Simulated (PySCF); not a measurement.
Problem. Write Cartesian coordinates for InChI=1S/C2H6O2Te/c1-3-5-4-2/h1-2H3 as optimised with PBE0-D3(BJ)/def2-SVP.

Solution. 
```xyz
11
C2H6O2Te angstrom
Te    -0.0117    0.2637   -1.7718
O      1.2307    0.8891   -0.3530
C      2.1423   -0.0461    0.1735
H      1.6322   -0.8841    0.6793
H      2.7559    0.4870    0.9178
H      2.8156   -0.4638   -0.5971
O     -1.2481   -0.7654   -0.6055
C     -2.1192   -0.0287    0.2197
H     -1.5723    0.5809    0.9600
H     -2.7415   -0.7580    0.7630
H     -2.7858    0.6399   -0.3549
```

Any rigid rotation of these coordinates is as good. Atoms count from 1 in this order. 

Bonds between heavy atoms (Å): Te1–O2 1.987, Te1–O7 1.987, O2–C3 1.408, O7–C8 1.408.

The calculation used PySCF 2.14.0, PBE0-D3(BJ)/def2-SVP geometry optimisation, gas phase, def2 core potentials past Kr.

Whether it is a minimum is left open (no frequencies). The numbers are those of one conformer (O7–Te1–O2–C3 75°, O2–Te1–O7–C8 73°).
